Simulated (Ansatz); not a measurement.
Reaction (redistribution): `O[Si]1([SnH3])CO1` + `FC[SiH2]F` → `FC[SiH2][SnH3]` + `O[Si]1(F)CO1`

Program: Ansatz. Geometries: PBE0-D4/def2-TZVP. ΔE: electronic, gas phase. CCSD(T)/CBS is the MP2 limit (def2-TZVPP, def2-QZVPP) plus CCSD(T) − MP2 in def2-TZVPP, frozen cores. Functionals use def2-TZVPP. Elements past krypton have def2 core potentials. For Sn outer-core shells are correlated without core-valence functions, which leaves a few kJ/mol of doubt a bond. Each species was taken in one conformer, which may not be the lowest.

```json
{"level": "ωB97X-V", "ΔE (eV)": "-0.20"}
{"level": "ωB97M-V", "ΔE (eV)": "-0.21"}
{"level": "B2PLYP", "ΔE (eV)": "-0.19"}
{"level": "r2SCAN", "ΔE (eV)": "-0.22"}
```

What does CCSD(T)/CBS give? (An estimate is asked.)

Computed: -0.21 eV. The listed levels differ from it by 0.01, 0.00, 0.02, -0.01 eV.

Largest T1 diagnostic among the species: 0.014.

From PBE to PBE0 (25 % exact exchange), in def2-TZVPP and without D4, ΔE moves by −0.05 eV.
